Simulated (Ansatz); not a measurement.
Ansatz (a first-principles code) input (B3LYP-D3(BJ)/def2-TZVP):

Ansatz 0.2 input:
```yaml
crystal:
  periodic: [false, false, false]
  atoms:
    - {symbol: C, position_ang: [-0.19117421, -0.00530727, -0.01131091]}
    - {symbol: Se, position_ang: [1.75254548, -0.02632211, 0.03000893]}
    - {symbol: H, position_ang: [-0.53005278, -0.62220973, -0.84027638]}
    - {symbol: H, position_ang: [-0.52944907, 1.01960697, -0.14585530]}
    - {symbol: H, position_ang: [-0.56647229, -0.40268566, 0.92901253]}
basis:
  gaussian:
    orbitals: def2-TZVP
hamiltonian:
  xc: b3lyp
  dispersion: d3bj
total_charge: -1
relax: {f_tol: 0.002, max_steps: 150}
```

End of the output:

```
721 factors; their error is unknown
mean field: 0.26 GiB planned
mean field evaluation 16: about -66437.5765 eV, gradient 1.4e-2 eV
mean field -66437.90107513 eV, -2441.5478312844 hartree, gradient 6.7e-6 eV, S^2 0.000000; 0 other end points of the search recorded, 0 dependent functions left out
the calculation of the forces begins
reference -66437.90128599 eV, -2441.5478390334 hartree; 22, 22 occupied and 75, 75 virtual orbitals, 721 factors
relax step   2: F+E_penalty+E_count = -66438.02430875 eV  Δ(F+E_penalty+E_count) = -4.123e-2 eV  max|allowed force component| = 1.244e-1 eV/Å  Δτ_max = 0.0586 Å  (30 SCF iters, accepted)
these checks for a lower state are left out or cut short: starts, cluster_reference, orbital_swaps, neighbouring_geometries, increment
integrals: 0.02 GiB planned
721 factors; their error is unknown
mean field: 0.26 GiB planned
mean field -66437.90223470 eV, -2441.5478738977 hartree, gradient 6.6e-6 eV, S^2 0.000000; 0 other end points of the search recorded, 0 dependent functions left out
the calculation of the forces begins
reference -66437.90244581 eV, -2441.5478816557 hartree; 22, 22 occupied and 75, 75 virtual orbitals, 721 factors
relax step   3: F+E_penalty+E_count = -66438.02538176 eV  Δ(F+E_penalty+E_count) = -1.073e-3 eV  max|allowed force component| = 1.452e-2 eV/Å  Δτ_max = 0.0048 Å  (31 SCF iters, accepted)
these checks for a lower state are left out or cut short: starts, cluster_reference, orbital_swaps, neighbouring_geometries, increment
integrals: 0.02 GiB planned
721 factors; their error is unknown
mean field: 0.26 GiB planned
mean field evaluation 32: about -66437.9023 eV, gradient 1.3e-4 eV
mean field -66437.90226591 eV, -2441.5478750446 hartree, gradient 6.6e-6 eV, S^2 0.000000; 0 other end points of the search recorded, 0 dependent functions left out
the calculation of the forces begins
reference -66437.90247705 eV, -2441.5478828038 hartree; 22, 22 occupied and 75, 75 virtual orbitals, 721 factors
relax step   4: F+E_penalty+E_count = -66438.02540072 eV  Δ(F+E_penalty+E_count) = -1.897e-5 eV  max|allowed force component| = 7.198e-3 eV/Å  Δτ_max = 0.0007 Å  (32 SCF iters, accepted)
these checks for a lower state are left out or cut short: starts, cluster_reference, orbital_swaps, neighbouring_geometries, increment
integrals: 0.02 GiB planned
721 factors; their error is unknown
mean field: 0.26 GiB planned
mean field -66437.90226635 eV, -2441.5478750607 hartree, gradient 6.6e-6 eV, S^2 0.000000; 0 other end points of the search recorded, 0 dependent functions left out
the calculation of the forces begins
reference -66437.90247749 eV, -2441.5478828199 hartree; 22, 22 occupied and 75, 75 virtual orbitals, 721 factors
relax step   5: F+E_penalty+E_count = -66438.02540200 eV  Δ(F+E_penalty+E_count) = -1.280e-6 eV  max|allowed force component| = 1.012e-4 eV/Å  Δτ_max = 0.0002 Å  (32 SCF iters, accepted)
integrals: 0.02 GiB planned
721 factors; their error is unknown
mean field: 0.26 GiB planned
mean field -66437.90226635 eV, -2441.5478750607 hartree, gradient 6.6e-6 eV, S^2 0.000000; 1 other end points of the search recorded, 0 dependent functions left out
the calculation of the forces begins
reference -66437.90247749 eV, -2441.5478828199 hartree; 22, 22 occupied and 75, 75 virtual orbitals, 721 factors
Total energy: -66438.02561314 eV, -2441.5524079719 hartree
Atom 0 at    -0.179052    -0.005654    -0.011251 Å, force     0.000007    -0.000007     0.000013 eV/Å
Atom 1 at     1.815661    -0.026408     0.031586 Å, force     0.000101     0.000000    -0.000000 eV/Å
Atom 2 at    -0.555964    -0.617865    -0.834962 Å, force    -0.000036     0.000004     0.000000 eV/Å
Atom 3 at    -0.553822     1.012648    -0.145330 Å, force    -0.000036    -0.000002    -0.000002 eV/Å
Atom 4 at    -0.591426    -0.399638     0.921536 Å, force    -0.000036     0.000006    -0.000011 eV/Å
Dipole moment:    -0.360279     0.003748    -0.007738 e Å
```
